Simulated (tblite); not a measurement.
Species: CH₅Cl₃N₂Si₂.
Atom-mapped SMILES: `[Cl:1][C:2]([Cl:3])([Cl:4])[SiH:5]1[NH:6][SiH2:7][NH:8]1` (hydrogens: H9 on Si5; H10 on N6; H11, H12 on Si7; H13 on N8)

Computed with GFN2-xTB (tblite), gas phase: L-BFGS steps from a force-field or distance-geometry start until the largest atomic force falls under 0.01 eV/Å.

Step 12: E = -753.4495 eV
```
atom  x, y, z in Å  |  force x, y, z in eV/Å
Cl1     2.8288   -0.1413   -1.8207    0.036  -0.035  -0.151
C2      2.1132    0.0811   -0.2164   -0.137   0.070  -0.035
Cl3     2.5913   -1.3083    0.7588   -0.120  -0.047   0.143
Cl4     2.8324    1.5323    0.4815   -0.061   0.150   0.121
Si5     0.1908    0.2525   -0.4801    0.254   0.030   0.137
N6     -0.9197    1.0903    0.5780    0.083  -0.057  -0.097
Si7    -2.0805   -0.2285    0.4617   -0.064  -0.046  -0.248
N8     -0.6871   -1.1719   -0.0376    0.108  -0.113  -0.189
H9      0.0933    0.6327   -1.9003   -0.040  -0.038   0.251
H10    -1.0029    2.0430    0.8938   -0.015  -0.030  -0.236
H11    -2.8802   -0.0629   -0.7708    0.097  -0.022   0.405
H12    -2.7785   -0.7309    1.6219    0.033   0.111   0.159
H13    -0.3054   -1.9876    0.4124   -0.174   0.027  -0.260
```

Step 13: E = -753.4707 eV
```
atom  x, y, z in Å  |  force x, y, z in eV/Å
Cl1     2.8351   -0.1413   -1.8106    0.047  -0.032  -0.168
C2      2.1148    0.0814   -0.2102   -0.019   0.114   0.013
Cl3     2.6022   -1.3045    0.7662   -0.141  -0.013   0.146
Cl4     2.8311    1.5444    0.4842   -0.099   0.059   0.095
Si5     0.1982    0.2540   -0.4811    0.094   0.033   0.176
N6     -0.9221    1.0906    0.5721    0.101   0.144  -0.110
Si7    -2.0882   -0.2213    0.4619    0.121  -0.035  -0.082
N8     -0.6920   -1.1556   -0.0263    0.305  -0.432  -0.158
H9      0.1202    0.6247   -1.9073   -0.073  -0.019   0.283
H10    -1.0055    2.0466    0.8897    0.000  -0.165  -0.300
H11    -2.9072   -0.0884   -0.7425   -0.022   0.053   0.155
H12    -2.7617   -0.7095    1.6341   -0.049   0.055   0.292
H13    -0.3293   -2.0207    0.3521   -0.268   0.235  -0.341
```

Task: Estimate the geometry and energy of step 14. (The exact step hangs on the optimiser's Hessian estimate; all steps are aligned on step 13, rigid shifts and turns removed.)

Result: E = -753.4924 eV, largest force 0.614 eV/Å
```
atom  x, y, z in Å  |  force x, y, z in eV/Å
Cl1     2.8393   -0.1426   -1.8021    0.055  -0.012  -0.124
C2      2.1147    0.0842   -0.2038    0.210   0.141   0.082
Cl3     2.6024   -1.3022    0.7756   -0.143   0.073   0.123
Cl4     2.8247    1.5621    0.4898   -0.132  -0.092   0.038
Si5     0.2126    0.2553   -0.4786   -0.225  -0.100   0.260
N6     -0.9149    1.0828    0.5762    0.123   0.100  -0.232
Si7    -2.0908   -0.2153    0.4544    0.516  -0.130   0.306
N8     -0.6874   -1.1476   -0.0148    0.109   0.252  -0.425
H9      0.1412    0.6163   -1.9053   -0.094   0.019   0.234
H10    -1.0113    2.0411    0.8688    0.002   0.000  -0.242
H11    -2.9335   -0.1133   -0.7033   -0.283   0.135  -0.320
H12    -2.7380   -0.6810    1.6437   -0.119  -0.001   0.421
H13    -0.3635   -2.0394    0.2819   -0.020  -0.385  -0.120
```

The energy changes by -0.0217 eV. The first-order estimate −F·Δx gives -0.0436 eV and the mean of the old and new forces, exact on a quadratic surface, -0.0232 eV. The step makes an angle of 69° with the force vector and moves no atom by more than 0.080 Å.

The cost below is that of the whole relaxation. On Intel Xeon at 2.50 GHz, one thread, no GPU, shared host with 64 logical CPUs at a one-minute load of 63, this took 4.9 s wall.
